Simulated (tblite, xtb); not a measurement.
C₄H₁₄OSi₂, charge +1, doublet, at a GFN2-xTB geometry (a state made from the parent by changing its charge; the spin is typed, not shown lowest). Base run: GFN1-xTB in xtb.

Input for xtb:
```
$ xtb mol.xyz --gfn 1 --chrg 1 --uhf 1 --json

# file mol.xyz
21

C      2.31256238     1.47377799    -0.10560555
Si     1.60171253    -0.19645022     0.53165561
C      2.17516150    -1.47891052    -0.78269725
O     -0.01612077    -0.09005236     0.39597527
Si    -1.64122099    -0.02424832     0.43879276
C     -2.13381376     1.70988349    -0.23292951
C     -2.27121464    -1.24280502    -0.91002121
H      1.98608715     1.68048117    -1.12014935
H      1.97121535     2.27051280     0.54685704
H      3.39576124     1.43973189    -0.08346275
H      1.90144429    -0.52792171     1.91632573
H      1.75171238    -2.44651593    -0.53482191
H      3.25646879    -1.55360567    -0.76987583
H      1.85231615    -1.19420255    -1.77935349
H     -2.05286756    -0.31794515     1.80309225
H     -1.72994077     1.87780470    -1.22655946
H     -3.21402241     1.79071575    -0.27273684
H     -1.74786666     2.46799850     0.44035947
H     -1.96736964    -2.24903023    -0.64131948
H     -1.86371177    -0.99687902    -1.88576360
H     -3.35331486    -1.20262181    -0.95914992
```

Programs used: tblite, xtb; a row that names a program was run with it.

Each row names what was changed in the base input (with any setting that the change needs).

| change | ΔE vs base (kJ/mol) | G_solv (kcal/mol) | SCF cycles |
|---|---|---|---|
| base | 0.00 | - | 11 |
| etemp = 5000 | -69.2 | - | 10 |
| etemp = 1000 | -5.56 | - | 11 |
| program = tblite; method = gfn1; option = (--guess, eeq) | 0.00 | - | - |
| program = tblite; method = gfn1; option = (--etemp, 2000) | -18.45 | - | - |
| alpb = ether | -150.8 | -36.17 | 12 |
| gbsa = methanol | -181.2 | -43.40 | 11 |
| program = tblite; method = gfn1; option = (--alpb, water) | -163.2 | - | - |

ALPB and GBSA are two models with their own fitted parameters for each solvent, which aren't always the measured dielectric constant.
